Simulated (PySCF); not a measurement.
Molecule: `InChI=1S/C5H9B/c1-3-5-6-4-2/h6H,4H2,1-2H3`.

Geometry:
| atom | x (Å) | y (Å) | z (Å) |
| --- | --- | --- | --- |
| C1 | 3.561 | -0.023 | 0.163 |
| C2 | 2.141 | 0.101 | -0.100 |
| C3 | 0.943 | 0.204 | -0.326 |
| B4 | -0.540 | 0.339 | -0.600 |
| C5 | -1.611 | -0.079 | 0.467 |
| C6 | -3.069 | 0.219 | 0.144 |
| H7 | 3.818 | 0.399 | 1.147 |
| H8 | 4.166 | 0.488 | -0.603 |
| H9 | 3.854 | -1.085 | 0.175 |
| H10 | -0.881 | 0.767 | -1.684 |
| H11 | -1.457 | -1.167 | 0.627 |
| H12 | -1.315 | 0.356 | 1.441 |
| H13 | -3.377 | -0.264 | -0.797 |
| H14 | -3.752 | -0.129 | 0.934 |
| H15 | -3.237 | 1.300 | 0.018 |

Geometry PBE0-D3(BJ)/def2-SVP throughout; GIAO in PySCF 2.14, gas phase, one conformer, non-relativistic; equivalent atoms averaged; basis pcSseg-1.

(1) How do the absolute shieldings σ depend on the functional? (a selection of nuclei; ppm; last column core-seconds on shared hosts with different chips, so compare them loosely; the GGAs took longer than the global hybrids here, which isn't the general rule, and the cause wasn't traced)

(2) Which nucleus among those listed moves most, in ppm?

Results:

(1) 
| functional | kind | C2 | C5 | C6 | C1 | B4 | H10 | H7/H8/H9 | H13/H14/H15 | H11/H12 | core-s |
| --- | --- | --- | --- | --- | --- | --- | --- | --- | --- | --- | --- |
| HF | Hartree–Fock | 45.7 | 170.5 | 177.6 | 185.5 | 46.7 | 25.52 | 29.51 | 30.48 | 30.71 | 5.5 |
| LDA | LDA | 28.1 | 147.5 | 168.4 | 174.0 | 14.4 | 23.76 | 28.51 | 29.59 | 29.30 | 15 |
| PBE | GGA | 36.8 | 149.3 | 165.9 | 171.9 | 23.4 | 24.39 | 28.88 | 29.97 | 29.75 | 18 |
| BLYP | GGA | 33.8 | 144.7 | 160.5 | 167.5 | 21.8 | 24.77 | 29.04 | 30.13 | 29.97 | 18 |
| BP86 | GGA | 37.3 | 149.4 | 165.5 | 171.3 | 24.9 | 24.50 | 28.95 | 30.04 | 29.84 | 18 |
| OPBE | GGA | 48.8 | 156.5 | 170.7 | 175.8 | 34.8 | 24.47 | 28.91 | 30.01 | 29.75 | 18 |
| KT2 | GGA | 48.8 | 153.9 | 169.2 | 174.7 | 34.5 | 24.60 | 28.81 | 29.98 | 29.80 | 16 |
| KT3 | GGA | 52.3 | 154.2 | 167.4 | 173.2 | 37.8 | 24.94 | 28.97 | 30.12 | 29.95 | 16 |
| B97-D | GGA | 44.3 | 150.7 | 164.2 | 170.7 | 32.6 | 24.92 | 29.09 | 30.18 | 30.03 | 16 |
| B3LYP | global hybrid | 37.1 | 151.3 | 165.1 | 172.1 | 25.8 | 24.87 | 29.13 | 30.17 | 30.11 | 12 |
| PBE0 | global hybrid | 41.0 | 157.1 | 170.9 | 176.9 | 28.8 | 24.60 | 29.02 | 30.06 | 29.97 | 11 |
| mPW1PW91 | global hybrid | 40.8 | 156.6 | 169.8 | 175.8 | 29.4 | 24.70 | 29.08 | 30.11 | 30.04 | 12 |
| WP04 | global hybrid | 40.5 | 147.4 | 157.0 | 163.0 | 28.8 | 25.80 | 29.38 | 30.43 | 30.41 | 11 |
| B97-2 | global hybrid | 45.7 | 157.3 | 169.5 | 175.7 | 33.8 | 24.88 | 29.13 | 30.17 | 30.10 | 12 |
| BHandHLYP | global hybrid | 40.8 | 159.3 | 170.4 | 177.7 | 32.5 | 25.09 | 29.24 | 30.24 | 30.30 | 10 |
| CAM-B3LYP | range-separated hybrid | 37.7 | 156.0 | 169.3 | 176.5 | 23.8 | 24.75 | 29.17 | 30.12 | 30.10 | 14 |
| wB97X-D | range-separated hybrid | 42.8 | 159.6 | 171.0 | 177.5 | 32.3 | 24.89 | 29.24 | 30.19 | 30.18 | 15 |
| LC-wPBE | range-separated hybrid | 42.4 | 164.3 | 176.2 | 182.2 | 24.5 | 24.58 | 29.29 | 30.14 | 30.11 | 19 |

(2) B4 (boron bonded to 2 C, H): from 14.4 ppm with LDA to 46.7 ppm with HF. The smallest spread is 0.88 ppm, at H13/H14/H15. Proton shifts span only some 12 ppm, so a few tenths of a ppm matter as much there as several ppm in carbon.
